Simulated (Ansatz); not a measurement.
Saddle search on SiNH$_{6}$Cl$_{2}$F, closed shell by partitioned rational-function steps on PBE0-D4/def2-TZVP gradients (Ansatz 0.2.0), from this start:

```xyz
11
angstrom
Si -0.8523 -0.4976 -0.0832
H -0.1101 0.4521 -1.4746
Cl -0.7845 -2.0247 -1.4707
Cl -1.5690 -1.5614 1.6106
H -1.8794 0.5581 -0.1227
H 0.9713 0.9814 0.3788
N 0.7975 -0.1332 0.6729
H 0.2573 1.2179 -1.0854
F 0.8367 2.0362 -0.3191
H 1.5279 -0.6877 0.2209
H 0.8047 -0.3412 1.6728
```

```
step  energy less the last (meV)  largest force (eV/Å)  curvature followed (eV/Å²)
   1                        30.7                 0.296                       -8.50
   2                        10.7                 0.324                       -8.60
   3                        16.0                 0.487                       -8.58
   4                         5.9                 0.213                       -8.62
   5                         1.4                 0.217                       -8.85
   6                        21.6                 0.398                       -8.79
   7                         6.0                 0.198                       -8.77
   8                         1.1                 0.131                       -8.81
   9                         1.2                 0.077                       -8.83
  10                         0.1                 0.017                       -8.83
  11                         0.1                 0.015                       -8.83
  12                         0.0                 0.028                       -8.87
  13                         0.0                 0.044                       -8.87
  14                         0.1                 0.055                       -8.85
  15                         0.1                 0.056                       -8.89
  16                         0.1                 0.028                       -8.72
  17                         0.0                 0.008                       -8.69
```

The search ended at:

```
11
angstrom
Si -0.8596 -0.5171 -0.0724
H -0.2635 0.5498 -1.4337
Cl -0.7342 -1.9466 -1.5319
Cl -1.5063 -1.7151 1.5461
H -1.9204 0.4944 -0.0145
H 1.0363 0.9343 0.3193
N 0.7613 -0.1001 0.6940
H 0.2587 1.2334 -1.1183
F 1.0451 1.9921 -0.4682
H 1.4747 -0.7518 0.3744
H 0.7079 -0.1736 1.7055
```
